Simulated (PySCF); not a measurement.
CH8FNSi2, SMILES N[SiH2][SiH2]CF. Atoms are numbered in the order given.

```xyz
13

N     -1.5673     0.2590     1.3685
Si    -1.4467    -0.3850    -0.2406
Si     0.5931     0.2448    -1.2472
C      1.7401     0.4686     0.2709
F      1.4718    -0.5378     1.1927
H     -0.7907     0.0779     1.9976
H     -1.9248     1.1990     1.4945
H     -2.6158     0.1229    -1.0220
H     -1.4976    -1.8789    -0.2024
H      0.5450     1.5583    -1.9689
H      1.1646    -0.7787    -2.1789
H      1.5409     1.4427     0.7513
H      2.8133     0.4351     0.0187
```
Charge 0, spin multiplicity 1.

The structure is a stationary point at PBE0-D3(BJ)/def2-SVP. This is a generated structure with no PubChem entry under its InChIKey; it may be hypothetical. The values are those of a single conformer.

Calculation: PBE0/pcSseg-1 (PySCF).

GIAO shieldings, no solvent; atoms listed in one row are averaged. δ = σ(ref) − σ: ¹⁵N against NH3 (σ = 267.4 ppm); ²⁹Si against TMS (σ = 352.7 ppm); ¹³C against TMS (σ = 186.3 ppm); ¹⁹F against CFCl3 (σ = 167.2 ppm); ¹H against TMS (σ = 31.56 ppm), references at their B3LYP-D3(BJ)/def2-TZVP geometries, non-relativistic.

### Question
Estimate the chemical shifts. (The exact figures need the calculation; the answer reports its results.)

### Answer

```csv
nucleus,atoms,count,δ (ppm)
¹⁵N,N1,1,-2.8
²⁹Si,Si2,1,-46.7
²⁹Si,Si3,1,-71.3
¹³C,C4,1,77.8
¹⁹F,F5,1,-292.0
¹H,H9,1,5.46
¹H,H13,1,5.43
¹H,H8,1,5.28
¹H,H12,1,5.01
¹H,H11,1,4.18
¹H,H10,1,4.00
¹H,"H6, H7",2,0.03
```
